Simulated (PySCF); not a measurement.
Cs(I) cation (CsI), SMILES [I][Cs] (connectivity only; charge and spin as stated), charge +1, multiplicity 2.

Coordinates come from a B3LYP-D3(BJ)/def2-TZVPD optimisation. The spin state was assumed, not searched. The def2 effective core potentials stand for the cores of Cs, I; spin–orbit coupling is left out.

Two levels are set side by side: PBE/def2-TZVPD (PySCF) and r2SCAN/def2-TZVPD (PySCF). Same geometry, gas phase. Differences are taken from unrounded values.

```json
[
 {"quantity": "α-spin orbital gap (eV)", "r2SCAN": "6.44", "PBE": "5.25", "PBE minus r2SCAN": "-1.19"},
 {"quantity": "β-spin orbital gap (eV)", "r2SCAN": "0.73", "PBE": "0.13", "PBE minus r2SCAN": "-0.60"}
]
```

Rough cost on one machine, each run with all the roots and properties that it gave: r2SCAN against PBE about 4 times.
